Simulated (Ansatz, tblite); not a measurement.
Removing an electron: SbH2(SiMe3) (C₃H₁₁SbSi). Total charge 0; singlet. Geometry: B3LYP-D4/def2-SVP. Ansatz, gas phase; energy differences of separate SCF runs; the oxidised species was run as a doublet alone.

Cartesian coordinates in Å:
```
Sb 2.3003 0.8561 1.0271
H 3.0706 0.5214 -0.4801
H 1.9083 2.4567 0.5154
Si 0.0207 -0.0490 0.1210
C 0.1696 -1.9263 -0.0523
C -1.3118 0.3719 1.3954
C -0.4205 0.7188 -1.5475
H -0.7896 -2.3596 -0.3840
H 0.4403 -2.3984 0.9059
H 0.9377 -2.1992 -0.7939
H -1.0735 -0.0598 2.3809
H -1.4167 1.4619 1.5195
H -2.2905 -0.0275 1.0782
H -0.5099 1.8140 -1.4689
H 0.3491 0.4967 -2.3038
H -1.3840 0.3222 -1.9127
```

In the def2 sets Sb takes a core potential; there is no spin–orbit coupling. The xTB rows come from tblite. Correlated methods freeze 12 core orbitals; core or outer-core shells of Sb are correlated, in sets that lack core-valence functions.

```tsv
level	−HOMO (eV)	vertical IE (eV)	−LUMO (eV)	HOMO–LUMO gap (eV)
GFN1-xTB	10.21	12.89	5.77	4.44
GFN2-xTB	9.12	11.64	5.40	3.71
HF/def2-SVP	–	7.75	–	–
PBE-D4/def2-TZVP	5.68	8.35	0.82	4.86
PBE0-D4/def2-TZVP	6.64	8.46	0.06	6.58
CAM-B3LYP-D4/def2-TZVP	7.81	8.58	-0.86	8.68
MP2/def2-SVP	–	8.37	–	–
CCSD/def2-SVP	–	8.34	–	–
CCSD(T)/def2-SVP	–	8.35	–	–
```

Relaxing the oxidised species (B3LYP-D4/def2-SVP) changes its energy by -0.53 eV at PBE-D4/def2-TZVP, so the adiabatic ionisation energy to this nearest minimum is 7.82 eV. At PBE0-D4/def2-TZVP it is 7.85 eV.   Raw xTB energy differences between charge states are shifted by several eV; the methods need an empirical correction for them.
